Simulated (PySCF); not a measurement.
**UHF on C²⁺ (carbon, charge +2)**

Configuration: [He] 2s2, closed-shell 1S. Computed with PySCF 2.14 in aug-cc-pwCVDZ, with the non-relativistic Hamiltonian (point nucleus).

```
Total energy                                     : -36.405150 hartree
One-electron energy                              : -44.1195 hartree
Hartree (Coulomb) energy                         : 12.0274 hartree
Exchange energy                                  : -4.3130 hartree
Kinetic energy                                   : 36.39705 hartree
⟨S²⟩                                             : 0.0000
⟨L²⟩                                             : 0.000
Sum of ⟨r⟩                                       : 3.285 bohr
Sum of ⟨r²⟩                                      : 4.655 bohr²
Density at the nucleus (Gaussians lack the cusp) : 124 bohr⁻³
Langevin diamagnetic susceptibility              : -3.69 ×10⁻⁶ cm³/mol
```

| shell | electrons | mean orbital energy (hartree) | rms radius, mean of both spins (bohr) |
| --- | --- | --- | --- |
| 1s | 2 | -12.65209 | 0.310 |
| 2s | 2 | -1.69329 | 1.49 |
